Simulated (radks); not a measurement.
The nuclear charge of neutral cadmium is varied continuously with 48 electrons held in [Kr] 4d10 5s2. All-electron calculation, Dirac Kohn-Sham, PBE, spin-unpolarised, spherical densities, point nucleus. Program: a radial shooting solver on a logarithmic mesh with Libxc functionals. By the Hellmann-Feynman theorem dE/dZ = E(electron-nucleus)/Z, the electronic potential at the nucleus.

| Z | E (hartree) | E(electron-nucleus)/Z (hartree) | HOMO | e(HOMO) (eV) | <r> HOMO (bohr) |
|---|---|---|---|---|---|
| 47.8 | -5539.62714 | -281.216 | 5s1/2 | -4.079 | 3.021 |
| 48 | -5596.03519 | -282.864 | 5s1/2 | -5.660 | 2.900 |
| 48.2 | -5652.77281 | -284.512 | 5s1/2 | -7.340 | 2.795 |
| 48.4 | -5709.83986 | -286.159 | 5s1/2 | -9.111 | 2.704 |
| 48.6 | -5767.23625 | -287.805 | 5s1/2 | -10.968 | 2.623 |
| 48.8 | -5824.96196 | -289.452 | 5s1/2 | -12.907 | 2.549 |
| 49 | -5883.01701 | -291.099 | 5s1/2 | -14.923 | 2.482 |

The central difference of E at Z = 48 is -282.864 hartree, to compare with the third column; the second derivative is -8.24 hartree.
